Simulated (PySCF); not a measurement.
C₃H₂, neutral, multiplicity 1. Atoms are numbered in the order given.

```xyz
5

C      0.0000     0.0000    -1.1190
C      0.0000     0.0000     0.2000
H      0.0000     0.9276    -1.6881
H      0.0000    -0.9276    -1.6881
C      0.0000     0.0000     1.4817
```

Geometry: PBE0-D3(BJ)/def2-TZVP.

These are PBE/def2-TZVPD in PySCF values and carry that method's errors.

The molecule is in vacuum.

- total energy = -115.21815 hartree
- point group = C2v
- highest occupied level = -6.67 eV
- lowest empty level = -5.06 eV
- orbital gap = 1.61 eV
- dipole moment = 4.42 D
- quadrupole, principal values (traceless, Buckingham form, about the centre of nuclear charge) = -2.88, 1.43, 1.45 D·Å
- mean static polarisability = 38.1 bohr³ (5.64 Å³)
- polarisability, principal values = 26.7, 28.7, 58.9 bohr³
